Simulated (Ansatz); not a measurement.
One change: `[CH3][AlH][SnH2][OH]` becomes `[OH][SnH2][AlH2]`.

Ansatz, PBE0-D4/def2-TZVP geometries, multiplicity 1. Each molecule was computed in one conformer, which needn't be the lowest.

Elements past krypton have def2 core potentials.

```csv
property,`[CH3][AlH][SnH2][OH]`
LUMO energy (PBE0/def2-TZVPP) / eV,-1.94
LUMO energy (ωB97M-V/def2-TZVPP) / eV,-0.33
LUMO energy (B3LYP/def2-TZVPP) / eV,-2.13
HOMO energy (PBE/def2-TZVPP) / eV,-6.23
HOMO–LUMO gap (ωB97M-V/def2-TZVPP) / eV,8.95
HOMO–LUMO gap (PBE/def2-TZVPP) / eV,3.56
```

Task: What does the change do to each property? (An estimate is asked.)

Result: Ansatz gave: 
```tsv
property	`[OH][SnH2][AlH2]`	shift
LUMO energy (PBE0/def2-TZVPP) / eV	-2.39	-0.45
LUMO energy (ωB97M-V/def2-TZVPP) / eV	-0.77	-0.44
LUMO energy (B3LYP/def2-TZVPP) / eV	-2.58	-0.45
HOMO energy (PBE/def2-TZVPP) / eV	-6.02	0.21
HOMO–LUMO gap (ωB97M-V/def2-TZVPP) / eV	8.47	-0.48
HOMO–LUMO gap (PBE/def2-TZVPP) / eV	2.90	-0.66
```

With PBE0 the HOMO rises by 0.07 eV and the LUMO falls by 0.45 eV, so the gap narrows by about 0.52 eV. PBE moves the HOMO by 0.21 eV and ωB97M-V by 0.04 eV.

B3LYP here is the variant with VWN-RPA as its local correlation; programs differ in this.
